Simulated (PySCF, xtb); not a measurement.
C4H2ClF, SMILES C#C/C(=C\F)Cl.

xtb with GFN2-xTB at its own geometry gives an orbital gap of 3.75 eV and a dipole moment of 0.75 D.

Geometry optimised at ωB97X-D3(BJ)/def2-SVP. The structure was generated by enumeration; whether it is a known compound was not checked.

### Question
What does r2SCAN/def2-TZVP (PySCF) give? (Estimate from the structure and the level; the computed values follow.)

### Answer
gap 4.25 eV (levels -6.27 and -2.03 eV), dipole 0.28 D.
